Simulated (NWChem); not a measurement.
# C2H7FOSi; SMILES C[Si](C)(O)F

```xyz
12

C     -0.9917     0.0348     1.5562
Si     0.0494    -0.0066     0.0000
C     -0.9917     0.0348    -1.5562
O      1.2185     1.1770     0.0000
F      0.9005    -1.3795     0.0000
H     -1.5750     0.9611     1.6309
H     -0.3606    -0.0362     2.4490
H     -1.7002    -0.8018     1.5774
H     -0.3606    -0.0362    -2.4490
H     -1.5750     0.9611    -1.6309
H     -1.7002    -0.8018    -1.5774
H      0.9243     2.0971     0.0000
```
Atoms are numbered in this order, from 1.

This is a stationary point of B3LYP/6-31G* (spherical d) (NWChem), point group Cs. B3LYP is NWChem's, with the RPA form of VWN correlation.

Task: Is it a minimum? If not, what does it relax to?

Result: No. It has an imaginary frequency of 181i cm⁻¹. Following that mode (on a finer grid) lowers the energy by 2.7 kcal/mol and ends, with real frequencies alone, at point group C1:
```xyz
12

C     -1.0340     0.0022     1.5931
Si    -0.0197     0.0867     0.0317
C     -1.0394     0.0908    -1.5402
O      0.9292     1.4441     0.1611
F      0.9441    -1.2195    -0.0470
H     -1.7045     0.8658     1.6691
H     -0.3865     0.0018     2.4765
H     -1.6467    -0.9059     1.6213
H     -0.4073     0.1384    -2.4352
H     -1.7200     0.9498    -1.5647
H     -1.6453    -0.8197    -1.6175
H      1.4964     1.6487    -0.5952
```
